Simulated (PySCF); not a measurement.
Gas-phase reaction: In(CH₃)₃.NH₃ + (CH₃)₃N = InH + C₄H₁₀ (isobutane) + 2 CH₃NH₂

Method: PySCF energies plus ideal-gas RRHO corrections (1 bar). † marks an energy on the PBE0/def2-TZVP geometry and frequencies. MP2 and CCSD(T) freeze the core. All species are closed-shell singlets. In: scalar-relativistic def2 core potential, no spin-orbit coupling. Adducts (In(CH₃)₃.NH₃) have no counterpoise correction, and HF, PBE, BLYP, B3LYP and PBE0 lack dispersion. In(CH₃)₃.NH₃, InH: computed as isolated molecules; such fragments, hydroxides, amides, oligomers or adducts are transient or little studied in the gas. MP2 isn't extrapolated to the basis-set limit; its ΔH°(298 K) is 88.7 kJ in def2-SVP and 107.2 kJ in def2-TZVPP. CCSD(T) isn't extrapolated to the basis-set limit. The harmonic model lacks anharmonicity and excited electronic states, which grow with temperature; levels with a mode under 35 cm⁻¹ are left out. Internal rotation in (CH₃)₃N, C₄H₁₀ (isobutane), CH₃NH₂ is treated as a harmonic vibration of one conformer, which makes the entropy rough. Soft modes under 120 cm⁻¹ make the harmonic entropy rough for In(CH₃)₃.NH₃.

ΔH° and ΔS° at 298 K: CCSD(T)/def2-SVP† 63 kJ, 236 J/K; HF/def2-TZVP† 10 kJ, 236 J/K; M06-2X/def2-TZVP† 94 kJ, 236 J/K; MP2/def2-SVP† 89 kJ, 236 J/K.

### Question
With the heat capacities included, give log10 K (1 bar) at 500, 600, 1800, 2000, 2500 K from CCSD(T)/def2-SVP†, HF/def2-TZVP†, M06-2X/def2-TZVP†, MP2/def2-SVP†.

### Answer
```csv
T (K),CCSD(T)/def2-SVP†,HF/def2-TZVP†,M06-2X/def2-TZVP†,MP2/def2-SVP†
500,5.6,11.1,2.3,2.8
600,6.5,11.1,3.8,4.2
1800,8.7,10.2,7.8,7.9
2000,8.7,10.1,7.9,8.0
2500,8.7,9.8,8.1,8.2
```
